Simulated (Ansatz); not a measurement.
Correlation energies of `[NH2][GeH2][Cl]` by basis set

Z-matrix (Å, degrees):
```
Ge
Cl 1 2.176
N 1 1.818 2 112.8
H 1 1.530 2 105.8 3 -118.7
H 1 1.530 2 105.8 3 118.7
H 3 1.010 1 115.0 2 -64.0
H 3 1.010 1 115.0 2 64.0
```

Total charge 0; spin multiplicity 1. Correlated methods include outer-core shells of Ge, which these sets cover unevenly. Scalar relativity is left out up to krypton. The structure was optimised at the PBE0-D4/def2-TZVP level. It is one conformer, not always the lowest. Frozen core, restricted reference, Ansatz 0.2.0.

```json
{"basis": "def2-SVP", "HF (Eh)": "-2591.24992", "MP2 corr.": "-0.53722"}
{"basis": "def2-TZVPP", "HF (Eh)": "-2591.74475", "MP2 corr.": "-0.66478"}
{"basis": "def2-QZVPP", "HF (Eh)": "-2591.80265", "MP2 corr.": "-0.96374"}
```

**Question.** Estimate the CCSD correlation energy and the (T) correction in each basis where they were run (hartree).

**Answer.** 
```json
{"basis": "def2-SVP", "CCSD corr.": "-0.56362", "(T)": "-0.01404"}
{"basis": "def2-TZVPP", "CCSD corr.": "-0.69433", "(T)": "-0.02647"}
```
